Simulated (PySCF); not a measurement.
```xyz
13

Ti     0.1267     0.0924    -0.1291
N      0.4245    -0.6944    -1.8228
H      0.3630    -1.7003    -1.9780
H      0.7694    -0.2434    -2.6675
N      0.9176     1.8093    -0.0663
H      0.4640     2.6364    -0.4534
H      1.7613     2.0885     0.4299
N     -1.7295     0.2795     0.1819
H     -2.4969    -0.1368    -0.3413
H     -2.1043     0.9370     0.8656
N      0.8964    -1.0233     1.1902
H      0.4792    -1.3350     2.0647
H      1.7848    -1.5036     1.0501
```

Charge 0, multiplicity 1.

**Question.** Give the Mulliken and meta-Löwdin atomic charges from TPSSh-D3(BJ)/def2-TZVP // r2SCAN-D4/def2-SVP (PySCF 2.14.0).

**Answer.** 
| atom | Mulliken (e) | meta-Löwdin (e) |
|---|---|---|
| Ti1 | 1.59 | 1.22 |
| N2 | -0.88 | -0.75 |
| H3 | 0.24 | 0.22 |
| H4 | 0.24 | 0.23 |
| N5 | -0.88 | -0.75 |
| H6 | 0.24 | 0.22 |
| H7 | 0.24 | 0.23 |
| N8 | -0.88 | -0.75 |
| H9 | 0.24 | 0.23 |
| H10 | 0.24 | 0.22 |
| N11 | -0.88 | -0.75 |
| H12 | 0.24 | 0.23 |
| H13 | 0.24 | 0.22 |
